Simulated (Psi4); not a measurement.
C₃H₂N (SMILES [CH]=CC#N), doublet, at a GFN2-xTB geometry, atoms displaced at random by about 0.03 Å a coordinate; TPSS/6-31G, gradient run with Psi4 1.11.

Input for Psi4:
```
memory 2 GB

molecule {
0 2
C    -0.16128756   -1.70510515   -0.02920039
C     0.56705591   -0.57016139   -0.02964434
C    -0.09316347    0.77324618    0.01022039
H     0.11422755   -2.73859326    0.07062385
H     1.61372757   -0.48994609   -0.07105837
N    -0.55396226    1.76367183   -0.00308737
symmetry c1
no_reorient
no_com
}

set {
  basis 6-31g
  reference uks
}

gradient('tpss')
print_variables()
```

Output, abridged:

```
gradient() will perform analytic gradient computation.

   => Loading Basis Set <=

    Name: 6-31G
    Role: ORBITAL
    Keyword: BASIS

         ---------------------------------------------------------
                                   SCF
               by Justin Turney, Rob Parrish, Andy Simmonett
                          and Daniel G. A. Smith
                              UKS Reference
         ---------------------------------------------------------

  ==> Geometry <==

    Molecular point group: c1
    Full point group: C1

    Geometry (in Angstrom), charge = 0, multiplicity = 2:

       Center              X                  Y                   Z               Mass
    ------------   -----------------  -----------------  -----------------  -----------------
         C           -0.161287560000    -1.705105150000    -0.029200390000    12.000000000000
         C            0.567055910000    -0.570161390000    -0.029644340000    12.000000000000
         C           -0.093163470000     0.773246180000     0.010220390000    12.000000000000
         H            0.114227550000    -2.738593260000     0.070623850000     1.007825032230
         H            1.613727570000    -0.489946090000    -0.071058370000     1.007825032230
         N           -0.553962260000     1.763671830000    -0.003087370000    14.003074004430

  Running in c1 symmetry.

  Rotational constants: A =      2.03660  B =      0.16805  C =      0.15531 [cm^-1]
  Rotational constants: A =  61055.75073  B =   5038.03799  C =   4656.22462 [MHz]
  Nuclear repulsion =   83.302032176212080

  Charge       = 0
  Multiplicity = 2
  Electrons    = 27
  Nalpha       = 14
  Nbeta        = 13

  ==> Algorithm <==

  SCF Algorithm Type is DF.
  DIIS enabled.
  MOM disabled.
  Fractional occupation disabled.
  Guess Type is SAD.
  Energy threshold   = 1.00e-08
  Density threshold  = 1.00e-08
  Integral threshold = 1.00e-12

  ==> Primary Basis <==

  Basis Set: 6-31G
    Blend: 6-31G
    Number of shells: 24
    Number of basis functions: 40
    Number of Cartesian functions: 40
    Spherical Harmonics?: false
    Max angular momentum: 1

  ==> DFT Potential <==

   => LibXC <=

    Version 7.1.2
    S. Lehtola, C. Steigemann, M. J. T. Oliveira, and M. A. L. Marques,  SoftwareX 7, 1–5 (2018) (10.1016/j.softx.2017.11.002)

   => Composite Functional: TPSS <=

    TPSS Meta-GGA XC Functional

    J. Tao, et al., Phys. Rev. Lett., 91, 146401, 2003

    Deriv               =              1
    GGA                 =           TRUE
    Meta                =           TRUE

    Exchange Hybrid     =          FALSE
    MP2 Hybrid          =          FALSE

   => Exchange Functionals <=

    1.0000   XC_MGGA_X_TPSS

   => Correlation Functionals <=

    1.0000   XC_MGGA_C_TPSS

   => LibXC Density Thresholds  <==

    XC_MGGA_C_TPSS:  1.00E-15
    XC_MGGA_X_TPSS:  1.00E-15

   => Molecular Quadrature <=

    Radial Scheme          =       TREUTLER
    Pruning Scheme         =           NONE
    Nuclear Scheme         =       TREUTLER

    Blocking Scheme        =         OCTREE
    BS radius alpha        =              1
    Pruning alpha          =              1
    Radial Points          =             75
    Spherical Points       =            302
    Total Points           =         128012
    Total Blocks           =           1010
    Max Points             =            256
    Max Functions          =             40
    Weights Tolerance      =       1.00E-15

   => Loading Basis Set <=

    Name: (6-31G AUX)
    Role: JKFIT
    Keyword: DF_BASIS_SCF

  ==> Integral Setup <==

  SCF_SUBTYPE=INCORE selected. In-core MEM_DF algorithm will be used.
  Using in-core AOs.

  ==> MemDFJK: Density-Fitted J/K Matrices <==

    J tasked:                   Yes
    K tasked:                    No
    wK tasked:                   No
    Algorithm:                 Core
    Schwarz Cutoff:           1E-12
    Mask sparsity (%):       0.7500
    Fitting Condition:        1E-10

   => Auxiliary Basis Set <=

  Basis Set: (6-31G AUX)
    Blend: CC-PVDZ-JKFIT
    Number of shells: 114
    Number of basis functions: 374
    Number of Cartesian functions: 374
    Spherical Harmonics?: false
    Max angular momentum: 3

  Minimum eigenvalue in the overlap matrix is 2.4949468875E-03.
  Reciprocal condition number of the overlap matrix is 5.7725711955E-04.
    Using symmetric orthogonalization.

  ==> Pre-Iterations <==

  SCF Guess: Superposition of Atomic Densities via on-the-fly atomic UHF (no occupation information).

   -------------------------
    Irrep   Nso     Nmo
   -------------------------
     A         40      40
   -------------------------
    Total      40      40
   -------------------------

  ==> Iterations <==

                           Total Energy        Delta E     RMS |[F,P]|

   @DF-UKS iter SAD:  -169.56440344845174   -1.69564e+02   0.00000e+00
   @DF-UKS iter   1:  -169.88973098501225   -3.25328e-01   1.58005e-02 ADIIS/DIIS
   @DF-UKS iter   2:  -168.63282853323841    1.25690e+00   3.42341e-02 ADIIS/DIIS
   @DF-UKS iter   3:  -169.98606104593037   -1.35323e+00   1.03472e-02 ADIIS/DIIS
   @DF-UKS iter   4:  -170.09897853988841   -1.12917e-01   2.15181e-03 ADIIS/DIIS
   @DF-UKS iter   5:  -170.09759573224085    1.38281e-03   2.43055e-03 ADIIS/DIIS
   @DF-UKS iter   6:  -170.10323852085219   -5.64279e-03   4.55325e-04 ADIIS/DIIS
   @DF-UKS iter   7:  -170.10343854258124   -2.00022e-04   1.76917e-04 ADIIS/DIIS
   @DF-UKS iter   8:  -170.10348594538934   -4.74028e-05   7.08505e-05 DIIS
   @DF-UKS iter   9:  -170.10350936899482   -2.34236e-05   2.13864e-05 DIIS
   @DF-UKS iter  10:  -170.10351174453345   -2.37554e-06   1.47155e-05 DIIS
   @DF-UKS iter  11:  -170.10351197581369   -2.31280e-07   3.48858e-06 DIIS
   @DF-UKS iter  12:  -170.10351198888054   -1.30669e-08   3.69785e-07 DIIS
   @DF-UKS iter  13:  -170.10351198927566   -3.95119e-10   1.20340e-07 DIIS
[...]

    Alpha Occupied:

[...]
    Alpha Virtual:

[...]
    Beta Occupied:

[...]
      13A     -0.264201

    Beta Virtual:

[...]
    Final Occupation by Irrep:
              A
    DOCC [    13 ]
    SOCC [     1 ]
    NA   [    14 ]
    NB   [    13 ]

  @DF-UKS Final Energy:  -170.10351198935464

   => Energetics <=

    Nuclear Repulsion Energy =             83.3020321762120801
    One-Electron Energy =                -392.7342144771242829
    Two-Electron Energy =                 163.2064749213109280
    DFT Exchange-Correlation Energy =     -23.8778046097533867
    Empirical Dispersion Energy =           0.0000000000000000
    VV10 Nonlocal Energy =                  0.0000000000000000
    Total Energy =                       -170.1035119893546437

  UHF NO Occupations:
  HONO-2 :   12  A 1.9995076
  HONO-1 :   13  A 1.9895972
  HONO-0 :   14  A 1.0000000
  LUNO+0 :   15  A 0.0104028
  LUNO+1 :   16  A 0.0004924
  LUNO+2 :   17  A 0.0002174
  LUNO+3 :   18  A 0.0001444

Computation Completed

Properties will be evaluated at   0.000000,   0.000000,   0.000000 [a0]

Properties computed using the SCF density matrix

 Multipole Moments:

 ------------------------------------------------------------------------------------
     Multipole            Electronic (a.u.)      Nuclear  (a.u.)        Total (a.u.)
 ------------------------------------------------------------------------------------

 L = 1.  Multiply by 2.5417464519 to convert [e a0] to [Debye]
 Dipole X            :          1.3115834           -0.5180711            0.7935123
 Dipole Y            :         -1.6016258            0.1984993           -1.4031265
 Dipole Z            :          0.6146632           -0.5929812            0.0216819
 Magnitude           :                                                    1.6121091

 ------------------------------------------------------------------------------------

         ------------------------------------------------------------
                                   SCF GRAD
                          Rob Parrish, Justin Turney,
                       Andy Simmonett, and Alex Sokolov
         ------------------------------------------------------------

  ==> Geometry <==

    Molecular point group: c1
    Full point group: C1

    Geometry (in Angstrom), charge = 0, multiplicity = 2:

       Center              X                  Y                   Z               Mass
    ------------   -----------------  -----------------  -----------------  -----------------
         C           -0.161287560000    -1.705105150000    -0.029200390000    12.000000000000
         C            0.567055910000    -0.570161390000    -0.029644340000    12.000000000000
         C           -0.093163470000     0.773246180000     0.010220390000    12.000000000000
         H            0.114227550000    -2.738593260000     0.070623850000     1.007825032230
         H            1.613727570000    -0.489946090000    -0.071058370000     1.007825032230
         N           -0.553962260000     1.763671830000    -0.003087370000    14.003074004430

  Nuclear repulsion =   83.302032176212080

  ==> Basis Set <==

  Basis Set: 6-31G
    Blend: 6-31G
    Number of shells: 24
    Number of basis functions: 40
    Number of Cartesian functions: 40
    Spherical Harmonics?: false
    Max angular momentum: 1

  ==> DFJKGrad: Density-Fitted SCF Gradients <==

    Gradient:                    1
    J tasked:                  Yes
    K tasked:                   No
    wK tasked:                  No
    Integrals threads:           1
    Schwarz Cutoff:          1E-12
    Fitting Condition:       1E-10

   => Auxiliary Basis Set <=

  Basis Set: (6-31G AUX)
    Blend: CC-PVDZ-JKFIT
    Number of shells: 114
    Number of basis functions: 374
    Number of Cartesian functions: 374
    Spherical Harmonics?: false
    Max angular momentum: 3

  ==> DFT Potential <==

   => LibXC <=

    Version 7.1.2
    S. Lehtola, C. Steigemann, M. J. T. Oliveira, and M. A. L. Marques,  SoftwareX 7, 1–5 (2018) (10.1016/j.softx.2017.11.002)

   => Composite Functional: TPSS <=

    TPSS Meta-GGA XC Functional

    J. Tao, et al., Phys. Rev. Lett., 91, 146401, 2003

    Deriv               =              1
    GGA                 =           TRUE
    Meta                =           TRUE

    Exchange Hybrid     =          FALSE
    MP2 Hybrid          =          FALSE

   => Exchange Functionals <=

    1.0000   XC_MGGA_X_TPSS

   => Correlation Functionals <=

    1.0000   XC_MGGA_C_TPSS

   => LibXC Density Thresholds  <==

    XC_MGGA_C_TPSS:  1.00E-15
    XC_MGGA_X_TPSS:  1.00E-15

   => Molecular Quadrature <=

    Radial Scheme          =       TREUTLER
    Pruning Scheme         =           NONE
    Nuclear Scheme         =       TREUTLER

    Blocking Scheme        =         OCTREE
    BS radius alpha        =              1
    Pruning alpha          =              1
    Radial Points          =             75
    Spherical Points       =            302
    Total Points           =         128012
    Total Blocks           =           1010
    Max Points             =            256
    Max Functions          =             40
    Weights Tolerance      =       1.00E-15

  -Total Gradient:
     Atom            X                  Y                   Z
    ------   -----------------  -----------------  -----------------
       1       -0.019352107778    -0.021693565155    -0.005505301084
       2        0.061826674903    -0.023446441435    -0.002244356975
       3       -0.121311450987     0.263561562306     0.003061925628
       4        0.001831042378     0.009818738050     0.003517725243
       5       -0.031956063788     0.006246783946     0.000217682286
       6        0.108961987523    -0.234475077423     0.000960858755

  Variable Map:
  ----------------------------------------------------------------------------
[...]
  Array Variable Map:
  ----------------------------------------------------------------------------
[...]
[...]
```
